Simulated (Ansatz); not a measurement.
CH8OSi3 can be A, `OC[SiH]1[SiH2][SiH2]1`, or B, `[SiH3][SiH]1CO[SiH2]1`.

Calculated with Ansatz (gas phase, PBE0-D4/def2-TZVP geometries, no zero-point term in ΔE). CCSD(T)/CBS is the MP2 limit (def2-TZVPP, def2-QZVPP) plus CCSD(T) − MP2 in def2-TZVPP, frozen cores. Functionals use def2-TZVPP. B3LYP here is the variant with VWN-RPA as its local correlation; programs differ in this. One conformer a species, not always the lowest.

Problem. Which isomer does CCSD(T)/CBS put lower? Give the gap. (Best estimate.)

Solution. The calculation gave: B, by 31.6 kcal/mol.

Problem. Give E(B) − E(A) in kcal/mol with HF/def2-TZVPP, B3LYP, MP2/def2-TZVPP, B2PLYP, B3LYP-D4, PBE0-D4, CCSD(T)/def2-TZVPP. (An estimate is asked.)

Solution. The calculation gave: HF/def2-TZVPP -37.5, B3LYP -32.0, MP2/def2-TZVPP -33.2, B2PLYP -32.9, B3LYP-D4 -32.4, PBE0-D4 -27.9, CCSD(T)/def2-TZVPP -32.0. None reverses the order clearly.

Largest T1 diagnostic: 0.014.

From PBE to PBE0 (25 % exact exchange), in def2-TZVPP and without D4, E(B) − E(A) moves by −1.4 kcal/mol. In def2-TZVPP, CCSD(T) changes the Hartree–Fock value by +5.5 kcal/mol (the triples alone add +0.8 kcal/mol) and MP2 by +4.3 kcal/mol.
